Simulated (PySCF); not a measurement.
C3H5ClSi. Atoms are numbered in the order given.

```xyz
10

C      2.3425    -1.5697     0.2072
C      1.3209    -0.9561    -0.0923
Si    -0.2228    -0.0703    -0.5445
C     -1.7200    -1.1311    -0.1678
Cl    -0.3268     1.6921     0.5724
H      3.2448    -2.1063     0.4720
H     -0.1534     0.3192    -1.9904
H     -2.6532    -0.5905    -0.4227
H     -1.7445    -1.3923     0.9086
H     -1.6795    -2.0696    -0.7575
```
Charge 0, spin multiplicity 1.

Geometry: PBE-D3(BJ)/def2-SVP. The structure was generated by enumeration; whether it is a known compound was not checked.

Level of theory: PBE-D3(BJ)/def2-SVP (PySCF).

Frequencies are harmonic and unscaled.

```csv
mode,ν (cm⁻¹),IR (km/mol),moving atoms (share of kinetic energy)
1,110,1.0,"C 50 %, Cl 24 %, H 17 %, Si 9 %"
2,143,1.2,"C 47 %, H 36 %, Si 13 %"
3,164,0.3,H 86 %
4,188,1.2,"C 38 %, H 25 %, Cl 21 %, Si 16 %"
5,324,14.0,"C 72 %, Cl 13 %, H 9 %"
6,327,17.9,"C 67 %, H 21 %, Si 12 %"
7,507,49.9,"Cl 39 %, Si 37 %, C 17 %"
8,615,53.5,"C 45 %, Si 35 %, H 15 %"
9,663,13.1,"H 70 %, C 21 %, Si 8 %"
10,696,23.7,"H 75 %, C 24 %"
11,708,24.2,"H 76 %, C 24 %"
12,730,12.7,"H 73 %, C 18 %, Si 9 %"
13,733,88.4,"H 42 %, Si 30 %, C 27 %"
14,829,223.6,"H 73 %, Si 15 %, C 11 %"
15,866,114.4,"H 79 %, C 13 %"
16,1216,20.5,"H 78 %, C 22 %"
17,1374,4.4,H 96 %
18,1378,2.3,H 96 %
19,2086,41.1,"C 90 %, H 9 %"
20,2187,97.6,H 97 %
21,2980,0.4,H 97 %
22,3084,1.0,"H 91 %, C 9 %"
23,3093,0.5,"H 91 %, C 9 %"
24,3389,50.1,"H 86 %, C 14 %"
```
